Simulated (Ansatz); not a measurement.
Two isomers of CH7BFGeN: A = `NB(F)[CH2][GeH3]`, B = `N[B]([GeH3])CF`.

Calculated with Ansatz (gas phase, PBE0-D4/def2-TZVP geometries, no zero-point term in ΔE). CCSD(T)/CBS is the MP2 limit (def2-TZVPP, def2-QZVPP) plus CCSD(T) − MP2 in def2-TZVPP, frozen cores. DFT in def2-TZVPP. For Ge outer-core shells are correlated without core-valence functions, which leaves a few kJ/mol of doubt a bond. Scalar relativity is left out up to krypton. Each species was taken in one conformer, which may not be the lowest.

Q: Which is lower in electronic energy at CCSD(T)/CBS, and by how much? (Best estimate.)

A: The calculation gave: A, by 238.8 kJ/mol.

Q: Give E(B) − E(A) in kJ/mol with PBE-D4, CCSD/def2-TZVPP, B2PLYP, r2SCAN-D4, MP2/def2-TZVPP, PBE0-D4, ωB97M-V. (Best estimate.)

A: The calculation gave: PBE-D4 220.5, CCSD/def2-TZVPP 241.3, B2PLYP 238.2, r2SCAN-D4 235.9, MP2/def2-TZVPP 252.2, PBE0-D4 229.8, ωB97M-V 235.8. None reverses the order clearly.

Largest T1 diagnostic: 0.012.

From PBE to PBE0 (25 % exact exchange), in def2-TZVPP and without D4, E(B) − E(A) moves by +9.3 kJ/mol.
